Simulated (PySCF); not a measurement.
Compound: CH3B2Br2F.
Bonds: F1–B2, B2–Br3, B2–C4, C4–B5, B5–Br6. Hydrogens: H7, H8 on C4; H9 on B5.

Computed by this run: PySCF, PBE0-D3(BJ)/def2-SVP geometry optimisation, gas phase; density fitting, grid level 1; the optimiser is geomeTRIC in internal coordinates, started from a GFN2-xTB structure with every atom displaced at random (about 0.01 Å).

Step 0: E = -145209.2492 eV
```
atom  x, y, z in Å  |  force x, y, z in eV/Å
F1     -2.0677   -0.3088    0.6955   -0.118  -0.130   0.052
B2     -1.2510    0.3809   -0.0711    1.136  -0.953  -0.081
Br3    -1.7097    2.1711   -0.4322   -0.100   0.551  -0.169
C4      0.1075   -0.3115   -0.5943   -1.036   0.271   0.209
B5      1.1203   -0.4162    0.5803   -0.681  -0.070  -0.370
Br6     2.5590    0.7655    0.6794    0.731   0.524   0.111
H7     -0.1828   -1.3310   -0.8992   -0.087  -0.108   0.095
H8      0.4954    0.2263   -1.4575    0.171   0.246  -0.207
H9      0.9869   -1.1936    1.4654   -0.015  -0.331   0.360
```

Question: Estimate the geometry and energy of step 1. (The exact step hangs on the optimiser's Hessian estimate; all steps are aligned on step 0, rigid shifts and turns removed.)

Answer: E = -145209.2942 eV, largest force 0.485 eV/Å
```
atom  x, y, z in Å  |  force x, y, z in eV/Å
F1     -1.9530   -0.3016    0.7917    0.043   0.040   0.036
B2     -1.1580    0.3555   -0.0309   -0.374   0.084  -0.297
Br3    -1.6190    2.1765   -0.4313    0.045  -0.072   0.093
C4      0.0842   -0.3431   -0.6620    0.264  -0.077  -0.012
B5      1.0660   -0.4121    0.5455    0.051   0.024   0.043
Br6     2.4555    0.8730    0.7775   -0.017  -0.040  -0.059
H7     -0.2219   -1.3686   -0.9404   -0.021   0.049   0.122
H8      0.4818    0.2017   -1.5291   -0.047   0.048   0.092
H9      0.9221   -1.1984    1.4452    0.056  -0.057  -0.019
```

The energy changes by -0.0450 eV. The first-order estimate −F·Δx gives -0.1587 eV and the mean of the old and new forces, exact on a quadratic surface, -0.0454 eV. The step makes an angle of 78° with the force vector and moves no atom by more than 0.179 Å.

The cost below is that of the whole optimisation. Hardware: one thread, Arm Neoverse N1 (aarch64), no GPU, on a shared host. Cost: 2.4 min of wall time, 0.57 GiB resident at most.
